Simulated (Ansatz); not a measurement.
Ansatz (a first-principles code) input (B3LYP/6-31G*):

Ansatz 0.2 input:
```yaml
crystal:
  periodic: [false, false, false]
  atoms:
    - {symbol: F, position_ang: [-2.09157700, -0.92928400, 0.51700900]}
    - {symbol: C, position_ang: [-0.85861900, -0.35407400, 0.20328600]}
    - {symbol: C, position_ang: [-0.74540700, 0.93544500, -0.22945100]}
    - {symbol: S, position_ang: [0.95884000, 1.11923800, -0.46343300]}
    - {symbol: C, position_ang: [1.43304300, -0.48923200, 0.01352200]}
    - {symbol: C, position_ang: [0.29690100, -1.17438400, 0.35327200]}
    - {symbol: H, position_ang: [2.45347300, -0.84657900, 0.02608300]}
    - {symbol: H, position_ang: [0.27377100, -2.20419600, 0.69198900]}
basis:
  gaussian:
    orbitals: 6-31G*
hamiltonian:
  xc: {name: B3LYP}
total_charge: -1
relax: {f_tol: 0.003, max_steps: 120}
```

Output:

```
Functional definition: B3LYP
integrals: 0.05 GiB planned
1041 factors; integrals over basis functions are off by at most 4.2e-4 eV
mean field: 0.40 GiB planned
mean field evaluation 1: about -17726.8039 eV, gradient 4.1e1 eV
mean field evaluation 2: about -17721.8413 eV, gradient 5.9e1 eV
mean field evaluation 4: about -17730.7391 eV, gradient 6.6e0 eV
mean field evaluation 8: about -17730.8762 eV, gradient 1.2e-1 eV
mean field evaluation 16: about -17730.8763 eV, gradient 5.3e-5 eV
mean field -17730.87625525 eV, -651.5976839610 hartree, gradient 5.3e-5 eV, S^2 0.000000; 0 other end points of the search recorded, 0 dependent functions left out
the calculation of the forces begins
reference -17730.87646366 eV, -651.5976916199 hartree; 26, 26 occupied and 72, 72 virtual orbitals, 1041 factors
relax step   1: F+E_penalty+E_count = -17730.87625525 eV  Δ(F+E_penalty+E_count) = +0.000e0 eV  max|allowed force component| = 5.304e-1 eV/Å  Δτ_max = 0.0000 Å  (29 SCF iters, accepted)
these checks for a lower state are left out or cut short: starts, cluster_reference, orbital_swaps, neighbouring_geometries, increment
integrals: 0.05 GiB planned
1041 factors; integrals over basis functions are off by at most 4.3e-4 eV
mean field: 0.40 GiB planned
mean field -17730.88683602 eV, -651.5980727969 hartree, gradient 1.8e-5 eV, S^2 0.000000; 0 other end points of the search recorded, 0 dependent functions left out
the calculation of the forces begins
reference -17730.88704471 eV, -651.5980804662 hartree; 26, 26 occupied and 72, 72 virtual orbitals, 1041 factors
relax step   2: F+E_penalty+E_count = -17730.88683602 eV  Δ(F+E_penalty+E_count) = -1.058e-2 eV  max|allowed force component| = 3.284e-1 eV/Å  Δτ_max = 0.0140 Å  (35 SCF iters, accepted)
these checks for a lower state are left out or cut short: starts, cluster_reference, orbital_swaps, neighbouring_geometries, increment
integrals: 0.05 GiB planned
1041 factors; integrals over basis functions are off by at most 4.3e-4 eV
mean field: 0.40 GiB planned
mean field evaluation 32: about -17730.8916 eV, gradient 1.8e-5 eV
mean field -17730.89155836 eV, -651.5982463398 hartree, gradient 1.8e-5 eV, S^2 0.000000; 0 other end points of the search recorded, 0 dependent functions left out
the calculation of the forces begins
reference -17730.89176739 eV, -651.5982540214 hartree; 26, 26 occupied and 72, 72 virtual orbitals, 1041 factors
relax step   3: F+E_penalty+E_count = -17730.89155836 eV  Δ(F+E_penalty+E_count) = -4.722e-3 eV  max|allowed force component| = 8.327e-2 eV/Å  Δτ_max = 0.0119 Å  (34 SCF iters, accepted)
these checks for a lower state are left out or cut short: starts, cluster_reference, orbital_swaps, neighbouring_geometries, increment
integrals: 0.05 GiB planned
1041 factors; integrals over basis functions are off by at most 4.3e-4 eV
mean field: 0.40 GiB planned
mean field -17730.89181226 eV, -651.5982556705 hartree, gradient 1.4e-5 eV, S^2 0.000000; 0 other end points of the search recorded, 0 dependent functions left out
the calculation of the forces begins
reference -17730.89202132 eV, -651.5982633531 hartree; 26, 26 occupied and 72, 72 virtual orbitals, 1041 factors
relax step   4: F+E_penalty+E_count = -17730.89181226 eV  Δ(F+E_penalty+E_count) = -2.539e-4 eV  max|allowed force component| = 2.218e-2 eV/Å  Δτ_max = 0.0032 Å  (27 SCF iters, accepted)
these checks for a lower state are left out or cut short: starts, cluster_reference, orbital_swaps, neighbouring_geometries, increment
integrals: 0.05 GiB planned
1041 factors; integrals over basis functions are off by at most 4.3e-4 eV
mean field: 0.40 GiB planned
mean field -17730.89184163 eV, -651.5982567496 hartree, gradient 4.6e-5 eV, S^2 0.000000; 0 other end points of the search recorded, 0 dependent functions left out
the calculation of the forces begins
reference -17730.89205069 eV, -651.5982644324 hartree; 26, 26 occupied and 72, 72 virtual orbitals, 1041 factors
relax step   5: F+E_penalty+E_count = -17730.89184163 eV  Δ(F+E_penalty+E_count) = -2.937e-5 eV  max|allowed force component| = 7.174e-3 eV/Å  Δτ_max = 0.0008 Å  (23 SCF iters, accepted)
these checks for a lower state are left out or cut short: starts, cluster_reference, orbital_swaps, neighbouring_geometries, increment
integrals: 0.05 GiB planned
1041 factors; integrals over basis functions are off by at most 4.3e-4 eV
mean field: 0.40 GiB planned
mean field -17730.89184523 eV, -651.5982568819 hartree, gradient 2.3e-5 eV, S^2 0.000000; 0 other end points of the search recorded, 0 dependent functions left out
the calculation of the forces begins
reference -17730.89205428 eV, -651.5982645646 hartree; 26, 26 occupied and 72, 72 virtual orbitals, 1041 factors
relax step   6: F+E_penalty+E_count = -17730.89184523 eV  Δ(F+E_penalty+E_count) = -3.599e-6 eV  max|allowed force component| = 6.690e-3 eV/Å  Δτ_max = 0.0013 Å  (23 SCF iters, accepted)
these checks for a lower state are left out or cut short: starts, cluster_reference, orbital_swaps, neighbouring_geometries, increment
integrals: 0.05 GiB planned
1041 factors; integrals over basis functions are off by at most 4.3e-4 eV
mean field: 0.40 GiB planned
mean field -17730.89184714 eV, -651.5982569521 hartree, gradient 2.3e-5 eV, S^2 0.000000; 0 other end points of the search recorded, 0 dependent functions left out
the calculation of the forces begins
reference -17730.89205620 eV, -651.5982646350 hartree; 26, 26 occupied and 72, 72 virtual orbitals, 1041 factors
relax step   7: F+E_penalty+E_count = -17730.89184714 eV  Δ(F+E_penalty+E_count) = -1.910e-6 eV  max|allowed force component| = 1.423e-3 eV/Å  Δτ_max = 0.0004 Å  (22 SCF iters, accepted)
integrals: 0.05 GiB planned
1041 factors; integrals over basis functions are off by at most 4.3e-4 eV
mean field: 0.40 GiB planned
mean field evaluation 64: about -17730.8655 eV, gradient 4.5e-1 eV
mean field -17730.89184714 eV, -651.5982569521 hartree, gradient 2.3e-5 eV, S^2 0.000000; 1 other end points of the search recorded, 0 dependent functions left out
the calculation of the forces begins
reference -17730.89205620 eV, -651.5982646350 hartree; 26, 26 occupied and 72, 72 virtual orbitals, 1041 factors
Total energy: -17730.89205620 eV, -651.5982646350 hartree
Atom 0 at    -2.090633    -0.934980     0.518773 Å, force    -0.000261     0.000026     0.000018 eV/Å
Atom 1 at    -0.862572    -0.350066     0.202380 Å, force    -0.000749     0.000102     0.000043 eV/Å
Atom 2 at    -0.769070     0.949167    -0.231517 Å, force    -0.000252    -0.001147     0.000400 eV/Å
Atom 3 at     0.963598     1.130247    -0.467515 Å, force     0.000779    -0.000269     0.000008 eV/Å
Atom 4 at     1.441616    -0.495454     0.014679 Å, force     0.001423     0.000271    -0.000234 eV/Å
Atom 5 at     0.300107    -1.174475     0.352974 Å, force    -0.000975     0.000597    -0.000096 eV/Å
Atom 6 at     2.465283    -0.858483     0.028766 Å, force    -0.000010     0.000152    -0.000049 eV/Å
Atom 7 at     0.272096    -2.209022     0.693736 Å, force     0.000044     0.000268    -0.000092 eV/Å
Dipole moment:     0.520115    -0.555618     0.128387 e Å
```

The dipole moment of an ion depends on the origin.

The geometry given is a B3LYP-D3(BJ)/def2-TZVP minimum.
